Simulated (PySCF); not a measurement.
# Calculated NMR parameters of C=Cc1cc([SiH3])ccp1

| Quantity | Value |
| --- | --- |
| Formula | C7H9PSi |
| SMILES | C=Cc1cc([SiH3])ccp1 |
| InChI | InChI=1S/C7H9PSi/c1-2-6-5-7(9)3-4-8-6/h2-5H,1H2,9H3 |
| Point group of the computed structure | C1 |
| Carbon signals | 7 |
| Proton signals | 7 |

Numbering as in the mapped SMILES `[CH2:1]=[CH:2][c:3]1[cH:4][c:5]([SiH3:6])[cH:7][cH:8][p:9]1`. Hydrogens are named by the atom that carries them. Ha(C1) is cis to C3; Hb(C1) is trans to C3.

PySCF 2.14 calculation with PBE0/pcSseg-1 with gauge-including orbitals and coordinates at the GFN2-xTB level; a single conformation, no relativistic terms, isolated molecule, one averaged value for each set of equivalent atoms.

References, each an isolated molecule treated in the same way: $^{1}$H (σref 31.72) and $^{13}$C (σref 186.93) and $^{29}$Si (σref 349.16) against TMS; $^{31}$P (σref 318.38) vs H3PO4.

| carbon | δC, type | δH (multiplicity) | HMBC from (2–3 bonds) | span of the C tensor (ppm) |
| --- | --- | --- | --- | --- |
| C1 | 121.5, CH2 | Ha(C1) 7.42 (m); Hb(C1) 5.64 (m) | H(C2) | 214 |
| C2 | 148.5, CH | 6.95 (m) | H(C4), Ha(C1), Hb(C1) | 207 |
| C3 | 176.4, C | – | H(C8), H(C4), Ha(C1), H(C2), Hb(C1) | 324 |
| C4 | 146.6, CH | 7.85 (m) | H(C7), H(C2), H(Si6) | 214 |
| C5 | 137.9, C | – | H(C8), H(C7), H(C4), H(Si6) | 231 |
| C7 | 143.5, CH | 8.05 (m) | H(C8), H(C4), H(Si6) | 245 |
| C8 | 163.4, CH | 9.19 (m) | H(C7) | 326 |

Other nuclei:
```csv
atoms,nucleus,environment,δ (ppm),σ (ppm)
H(Si6),$^{1}$H,hydrogen on a silicon bonded to C,4.59,27.13
P9,$^{31}$P,"phosphorus bonded to 2 C, in a 6-membered ring",228.0,90.4
Si6,$^{29}$Si,"silicon bonded to C, 3 H",-64.4,413.6
```

δC 176.4, 137.9: substituted aromatic carbon. δC 163.4, 146.6, 143.5: aromatic CH. δC 148.5: alkene CH; the olefinic region. δC 121.5: terminal =CH2 carbon; as expected for a trigonal carbon in a double bond. δH 9.19, 8.05, 7.85: hydrogen on an aromatic CH; aromatic region.

Splittings by $^{31}$P in the carbon and heteronuclear signals aren't shown, as no couplings were computed. Shifts are as computed. Against solution values, carbons near 30 ppm lie about +3 ppm off and those near 130 ppm about +5 ppm. Of 1211 compounds with measured shifts, 218 miss one by over three times the rms of a fit or turn the order of signals round; such compounds aren't used in these exercises. Experimental scales use liquid or dissolved standards, which lie at an offset from isolated H3PO4. No couplings were computed; multiplicities are counted from neighbouring protons, with m where these are inequivalent, close in shift, in a saturated or five-membered ring or joined by F or P, and br s for small geminal =CH2 splittings.
